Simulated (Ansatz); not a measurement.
KPbBr3. Charge 0, multiplicity 5. Geometry B3LYP-D4/def2-SVP; atoms count from 1.

Cartesian coordinates in Å:
```
K 1.8942 0.1398 0.6899
Pb -1.0308 -2.1790 1.3011
Br 0.9945 -0.3839 -2.2925
Br -1.4447 0.1540 -0.7339
Br -0.4133 2.2691 1.0354
```

In the def2 sets Pb takes a core potential; there is no spin–orbit coupling. In the quintet, Br3 and Br4 lie 2.94 Å apart, Br4 and Br5 lie 2.94 Å apart (atoms count from 1), so these atoms are partly bonded to each other. At PBE0-D4/def2-TZVP a singlet of charge 0 lies 6.22 eV below the quintet, each at its own geometry. The structure comes from a short search, and lower isomers may exist.

Question: Estimate the Mulliken populations from the PBE0/def2-TZVP orbitals of Ansatz.

Answer: 
```tsv
atom	charge (e)	spin (α − β)
K1	0.70	0.09
Pb2	-0.04	1.90
Br3	-0.27	0.65
Br4	-0.12	0.72
Br5	-0.27	0.65
```
Mulliken values and Mayer orders depend strongly on the basis.

Question: Where does the spin sit?

Answer: Summed by element: K 0.09, Pb 1.90, Br 2.01, of 4 unpaired in all. Largest on single atoms: Pb2 1.90, Br4 0.72, Br5 0.65.

Question: And the Mayer bond orders between bonded heavy atoms (over 0.3)?

Answer: Pb2–Br4 0.30 (3.12 Å). Values over 0.3 also appear between atoms too far apart for a bond (Br3–Br4 0.47 at 2.94 Å; Br4–Br5 0.47 at 2.94 Å); they arise where an orbital or an unpaired electron spreads over both atoms.
